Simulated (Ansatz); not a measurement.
Calculated with Ansatz (gas phase, PBE0-D4/def2-TZVP geometries, no zero-point term in ΔE). CCSD(T)/CBS adds triple-zeta CCSD(T) − MP2 to the extrapolated MP2 energy (def2 sets, frozen cores). This one scheme is used for every species, atoms too. DFT in def2-TZVPP. B3LYP here is the variant with VWN-RPA as its local correlation; programs differ in this. Open shells (•) are unrestricted, without spin–orbit coupling. Spin–orbit coupling would lower the free atoms: a little for C, O, S; strongly for Sn. def2 core potentials past Kr. For Sn outer-core shells are correlated without core-valence functions, so the limit isn't a true one: a few kJ/mol of doubt a bond, and 10 to 20 or more in all where bonds break to atoms. Each species was taken in one conformer, which may not be the lowest.

Consider the atomization: `CC(C)[O][Sn][SH]` → 3 C• + 8 H• + O• + S• + Sn•.

**Question.** What is ΔE at CCSD(T)/CBS? (Estimate.)

**Answer.** The calculation gave: +1245.3 kcal/mol.

**Question.** What do these levels give: r2SCAN-D4, PBE0-D4, B3LYP-D4, ωB97X-V, r2SCAN, HF/def2-TZVPP, MP2/def2-TZVPP, SCS-MP2/def2-TZVPP, CCSD/def2-TZVPP, CCSD(T)/def2-TZVPP, SCS-MP2/def2-QZVPP, HF/CBS(def2)? (An estimate is asked.)

**Answer.** Ansatz gave: r2SCAN-D4 1245.2, PBE0-D4 1244.3, B3LYP-D4 1242.0, ωB97X-V 1244.5, r2SCAN 1242.8, HF/def2-TZVPP 892.3, MP2/def2-TZVPP 1226.7, SCS-MP2/def2-TZVPP 1220.0, CCSD/def2-TZVPP 1189.7, CCSD(T)/def2-TZVPP 1210.2, SCS-MP2/def2-QZVPP 1242.9, HF/CBS(def2) 894.6 kcal/mol.

Largest T1 diagnostic among the species: 0.016.

From PBE to PBE0 (25 % exact exchange), in def2-TZVPP and without D4, ΔE moves by −23.3 kcal/mol: exact exchange takes away binding that semilocal exchange gives to molecules. In def2-TZVPP, CCSD(T) changes the Hartree–Fock value by +317.9 kcal/mol (the triples alone add +20.5 kcal/mol) and MP2 by +334.4 kcal/mol; breaking electron pairs costs correlation energy, which Hartree–Fock lacks. The D4 term adds +15.0 kcal/mol with B3LYP and +8.0 kcal/mol with PBE0; it sums over pairs of atoms, weighted by their polarisabilities, and B3LYP, whose exchange is more repulsive, gets the larger term.

For atomizations the MP2-based limit and the directly extrapolated one differ by several kJ/mol either way, and by 10 to 25 for some Ge, Se and Sn compounds, so smaller differences from it don't rank the levels.
